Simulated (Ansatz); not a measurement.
`CN1BCC1` + `CB[SiH2]O` → `CB[SiH2]OC` + `B1CCN1`  (substitution at a C–N bond)

Calculated with Ansatz (gas phase, PBE0-D4/def2-TZVP geometries, no zero-point term in ΔE). CCSD(T)/CBS adds triple-zeta CCSD(T) − MP2 to the extrapolated MP2 energy (def2 sets, frozen cores). DFT in def2-TZVPP. HSE06 is defined as in plane-wave codes. One conformer a species, not always the lowest.

`CN1BCC1`:

```xyz
13

C    -1.406   -1.171    0.196
N    -0.363   -0.195    0.194
B     0.119    0.846    0.985
C     1.282    1.155   -0.060
C     0.649   -0.020   -0.843
H    -1.000   -2.189    0.172
H    -2.007   -1.061    1.100
H    -2.064   -1.053   -0.673
H    -0.285    1.250    2.036
H     2.309    0.978    0.264
H     1.245    2.113   -0.582
H     1.294   -0.898   -0.969
H     0.225    0.244   -1.819
```

`CB[SiH2]O`:

```xyz
11

C     1.430   -0.201    0.873
B    -0.095    0.082    0.931
Si   -1.291    0.303   -0.675
O    -0.516    0.360   -2.141
H     1.928    0.051   -0.065
H     1.499   -1.298    0.983
H     1.994    0.203    1.717
H    -0.630    0.109    2.008
H    -2.035    1.589   -0.589
H    -2.303   -0.802   -0.659
H     0.020   -0.395   -2.384
```

`CB[SiH2]OC`:

Cartesian coordinates in Å:
```
C -0.672 1.472 -1.256
B 0.112 0.174 -1.585
Si 1.052 -0.990 -0.236
O 0.992 -0.450 1.327
C -0.205 -0.464 2.063
H -1.722 1.134 -1.188
H -0.664 2.219 -2.054
H -0.436 1.942 -0.299
H 0.137 -0.204 -2.727
H 2.502 -1.067 -0.572
H 0.486 -2.377 -0.301
H -0.582 -1.485 2.198
H -0.010 -0.036 3.048
H -0.991 0.132 1.581
```

`B1CCN1`:

Cartesian coordinates in Å:
```
B -0.395 0.285 1.089
C -0.896 -0.393 -0.265
C 0.549 -0.104 -0.746
N 0.872 0.492 0.547
H -0.825 0.555 2.171
H -1.670 0.131 -0.829
H -1.154 -1.453 -0.228
H 0.623 0.597 -1.584
H 1.142 -0.995 -0.979
H 1.756 0.885 0.825
```

Q: Is it downhill or uphill in electronic energy at CCSD(T)/CBS, and by how much? (Best estimate.)

A: Ansatz gave: Uphill: ΔE = +39.9 kJ/mol.

Q: What do these levels give: LDA (SPW92), r2SCAN-D4, HSE06-D4, BHLYP-D4, ωB97M-V, BHLYP? (Estimate.)

A: The calculation gave: LDA (SPW92) 42.4, r2SCAN-D4 38.7, HSE06-D4 39.9, BHLYP-D4 34.8, ωB97M-V 36.5, BHLYP 35.4 kJ/mol.

Largest T1 diagnostic among the species: 0.013.

In def2-TZVPP, CCSD(T) changes the Hartree–Fock value by +7.5 kJ/mol (the triples alone add +0.9 kJ/mol) and MP2 by +12.2 kJ/mol. Leaving LDA and LC-ωPBE aside and taking each functional with its dispersion term where it has one, the values, not all of them listed here, spread over 6.7 kJ/mol, from BHLYP-D4 to PBE-QIDH. At CCSD(T), def2-SVP lies −4.1 kJ/mol from the extrapolated value and def2-TZVPP −0.8 kJ/mol.
